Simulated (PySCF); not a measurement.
Atomic charges by several schemes

Compound: Si₄H₁₀.
Geometry (PBE0-D3(BJ)/def2-TZVP, Å), atoms numbered from 1 in this order:
```xyz
14
Si4H10 angstrom
Si     2.0074    1.0488    0.8342
Si     1.2875   -0.8985   -0.2414
Si    -0.9648   -1.2876    0.2528
Si    -2.2459    0.5631   -0.3794
H      3.4422    1.3227    0.5528
H      1.8263    0.9090    2.3043
H      1.1992    2.2067    0.3661
H      1.4431   -0.7343   -1.7144
H      2.1234   -2.0543    0.1897
H     -1.1094   -1.5080    1.7196
H     -1.4533   -2.5067   -0.4512
H     -1.7828    1.7678    0.3604
H     -2.0858    0.8130   -1.8373
H     -3.6884    0.3480   -0.0869
```

Density: PBE0/pcSseg-2 (PySCF); schemes: Mulliken, IAO, Hirshfeld and ESP-fitted. Geometry: PBE0-D3(BJ)/def2-TZVP, one conformer, isolated molecule.

Which atoms carry the lowest charge in the Mulliken, IAO, Hirshfeld and ESP-fitted schemes?

All schemes pick atoms of one kind: Mulliken H6, H12 and H13 (-0.109); IAO H7 and H12 (-0.099); Hirshfeld H6 and H13 (-0.071); ESP-fitted H6, H7 and H13 (-0.056).

At which atom do the 4 schemes differ most?

At Si4: from +0.163 (ESP-fitted) to +0.341 e (Mulliken), 0.178 e apart.

For which atoms does the sign change between the 4 schemes (beyond +0.03 e in one, beyond −0.03 e in another)?

For none.

What partial charge does each atom carry?

In e:

```
atom    environment  Mulliken     IAO  Hirshfeld  ESP-fitted
 Si1   SiH3 silicon    +0.341  +0.301     +0.210      +0.166
 Si2   SiH2 silicon    +0.133  +0.157     +0.141      +0.092
 Si3   SiH2 silicon    +0.132  +0.157     +0.141      +0.100
 Si4   SiH3 silicon    +0.341  +0.301     +0.210      +0.163
  H5  Si–H hydrogen    -0.100  -0.093     -0.070      -0.053
  H6  Si–H hydrogen    -0.109  -0.098     -0.071      -0.056
  H7  Si–H hydrogen    -0.108  -0.099     -0.070      -0.056
  H8  Si–H hydrogen    -0.082  -0.086     -0.070      -0.049
  H9  Si–H hydrogen    -0.073  -0.082     -0.069      -0.046
 H10  Si–H hydrogen    -0.082  -0.086     -0.070      -0.051
 H11  Si–H hydrogen    -0.073  -0.082     -0.069      -0.048
 H12  Si–H hydrogen    -0.109  -0.099     -0.070      -0.055
 H13  Si–H hydrogen    -0.109  -0.098     -0.071      -0.056
 H14  Si–H hydrogen    -0.100  -0.093     -0.070      -0.052
```

Mean size of the charges over all atoms: Mulliken 0.135 e, IAO 0.131 e, Hirshfeld 0.100 e, ESP-fitted 0.074 e. Each set sums to the total charge, 0, to within 0.001 e. The Hirshfeld scheme weights the molecular density at each point by an atom's share of the summed free-atom densities. The ESP scheme fits charges at the nuclei, held to the total charge, to the electrostatic potential on points at 1.4 to 2.0 times the van der Waals radii.

Sum the charges by element.

```csv
element,atoms,Mulliken,IAO,Hirshfeld,ESP-fitted
Si,4,+0.946,+0.915,+0.702,+0.521
H,10,-0.946,-0.915,-0.702,-0.521
```

How many electrons does the Mulliken scheme count on Si3?

Z − q = 14 − (+0.132) = 13.868.

These values come from a run that also computed NMR shieldings. The run took 46 s on an Arm Neoverse V1 with one thread, on a shared host, and the process peaked at 1.3 GiB of memory.
